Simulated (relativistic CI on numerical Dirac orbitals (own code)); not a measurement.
# d8 in a ligand field

Computed with a parametric ligand-field model of a d^n configuration (Racah B and C, spin-orbit zeta, crystal field), exact diagonalisation.

Field parameters in Wybourne normalisation: Td as Oh with Dq negative (B⁴₀ = 21Dq, B⁴₄ = √(5/14) B⁴₀). The field is a parameter set, without covalency.

B = 520 cm⁻¹, C = 2180 cm⁻¹ (C/B = 4.19), Td, no spin-orbit coupling. Tanabe-Sugano data, E/B above the lowest term (Δ = |10Dq|; b, c mark the second and third term of a kind):

```tsv
Δ/B	3T1	3T2	3A2	1T2	1E	1A1
1.0	0.00	0.81	1.81	13.73	14.19	21.36
1.9	0.00	1.56	3.46	14.00	14.71	22.21
2.8	0.00	2.32	5.13	14.22	15.04	23.02
3.7	0.00	3.08	6.77	14.40	15.25	23.77
4.6	0.00	3.87	8.46	14.55	15.39	24.49
5.5	0.00	4.66	10.16	14.66	15.46	25.17
6.4	0.00	5.47	11.87	14.75	15.50	25.81
7.3	0.00	6.28	13.59	14.82	15.52	26.40
8.2	0.00	7.08	15.27	14.87	15.53	26.94
9.1	0.00	7.90	17.00	14.91	15.52	27.46
10.0	0.00	8.74	18.74	14.94	15.51	27.94
10.9	0.00	9.57	20.48	14.96	15.49	28.38
11.8	0.00	10.41	22.22	14.98	15.47	28.79
12.7	0.00	11.24	23.93	14.98	15.45	29.16
13.6	0.00	12.09	25.69	14.99	15.43	29.51
14.5	0.00	12.94	27.44	14.99	15.41	29.83
15.4	0.00	13.80	29.20	14.99	15.38	30.13
16.3	0.00	14.66	30.97	14.99	15.36	30.41
17.2	0.00	15.50	32.69	14.98	15.34	30.66
18.1	0.00	16.37	34.46	14.98	15.32	30.90
19.0	0.00	17.23	36.23	14.97	15.29	31.12
19.9	0.00	18.10	38.00	14.97	15.27	31.33
20.8	0.00	18.97	39.78	14.96	15.25	31.52
21.7	0.00	19.82	41.52	14.95	15.23	31.69
```

The ground term stays 3T1.
